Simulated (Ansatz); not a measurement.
`C[SiH2][BH][ZnH]` and `C[SiH2]BO[SiH3]` differ in one atom or group.

Ansatz, PBE0-D4/def2-TZVP geometries, multiplicity 1. Each molecule was computed in one conformer, which needn't be the lowest.

Scalar relativity is left out up to krypton.

| property | `C[SiH2][BH][ZnH]` |
| --- | --- |
| size of the dipole moment (B3LYP/def2-TZVPP) / D | 0.48 |
| HOMO energy (PBE0/def2-TZVPP) / eV | -6.86 |
| HOMO–LUMO gap (ωB97M-V/def2-TZVPP) / eV | 8.07 |
| HOMO energy (ωB97M-V/def2-TZVPP) / eV | -8.95 |
| HOMO–LUMO gap (PBE/def2-TZVPP) / eV | 2.12 |
| size of the dipole moment (ωB97M-V/def2-TZVPP) / D | 0.45 |

Question: Give the same properties after the change, and the shifts. (Best estimate.)

Answer: Ansatz gave: 
```json
{"property": "size of the dipole moment (B3LYP/def2-TZVPP) / D", "`C[SiH2]BO[SiH3]`": "1.25", "shift": "0.77"}
{"property": "HOMO energy (PBE0/def2-TZVPP) / eV", "`C[SiH2]BO[SiH3]`": "-7.38", "shift": "-0.52"}
{"property": "HOMO–LUMO gap (ωB97M-V/def2-TZVPP) / eV", "`C[SiH2]BO[SiH3]`": "10.30", "shift": "2.23"}
{"property": "HOMO energy (ωB97M-V/def2-TZVPP) / eV", "`C[SiH2]BO[SiH3]`": "-9.56", "shift": "-0.61"}
{"property": "HOMO–LUMO gap (PBE/def2-TZVPP) / eV", "`C[SiH2]BO[SiH3]`": "3.99", "shift": "1.87"}
{"property": "size of the dipole moment (ωB97M-V/def2-TZVPP) / D", "`C[SiH2]BO[SiH3]`": "1.24", "shift": "0.79"}
```

With PBE0 the HOMO falls by 0.52 eV and the LUMO rises by 1.60 eV, so the gap widens by about 2.12 eV. PBE moves the HOMO by -0.30 eV and ωB97M-V by -0.61 eV. Dipoles are sizes alone; their direction can turn.

B3LYP here is the variant with VWN-RPA as its local correlation; programs differ in this.
